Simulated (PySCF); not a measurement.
# BiOI: from structure and modes to constants

Computed with PySCF, PBE0, basis Bi def2-TZVP with ECP60, O def2-TZVP, I def2-TZVP with ECP28 (scalar-relativistic core potentials, no spin–orbit coupling, density fitting).

The singlet minimum has Cs symmetry. Masses (u): Bi 208.98038, O 15.99492, I 126.90447.

```xyz
3
charge 0 multiplicity 1, angstrom
Bi   -0.0002   -0.9965    0.0000
O    -1.8606   -1.3055    0.0000
I     0.2349    1.8060    0.0000
```

Harmonic wavenumbers (cm⁻¹): 136.0 (a', ×1), 176.8 (a', ×1), 809.6 (a', ×1).

Question: Find the principal moments of inertia and the rotational constants. What kind of rotor is it?

Answer: About the centre of mass I = 48.058, 663, 711.06 u Å². With B = 16.8576/I this gives 0.3508, 0.02543, 0.02371 cm⁻¹. The molecule is an asymmetric top with κ = -0.99.

Question: What is the harmonic zero-point energy?

Answer: Half the sum of all 3 wavenumbers, 1122/2 = 561 cm⁻¹, which is 6.7 kJ/mol (1 cm⁻¹ = 0.0119627 kJ/mol).

Question: Find the vibrational entropy and heat capacity at 298.15 K.

Answer: With u = 1.43878 ω/T, each mode gives S = R[u/(eᵘ−1) − ln(1−e⁻ᵘ)] and C = R u² eᵘ/(eᵘ−1)².
| ω (cm⁻¹) | u | S (J/(mol K)) | C (J/(mol K)) |
| --- | --- | --- | --- |
| 136.0 | 0.656 | 11.96 | 8.02 |
| 176.8 | 0.853 | 9.88 | 7.83 |
| 809.6 | 3.907 | 0.84 | 2.66 |
The sums over all modes are S = 22.7 and C = 18.5 J/(mol K); the softest mode gives 53 % of the entropy.

Question: Give the standard entropy (298.15 K, 1 bar) by its translational, rotational, vibrational and spin parts, and Cp.

Answer: Sackur–Tetrode with M = 351.88 u gives 182.0; rotation with symmetry number 1 gives 118.9; vibration 22.7; spin R ln 1 = 0.0. The total is 323.6 J/(mol K), and Cp = 4 R + 18.5 = 51.8 J/(mol K).

This need not be the most stable arrangement of these atoms. Spin–orbit coupling, left out here, can matter for elements this heavy.
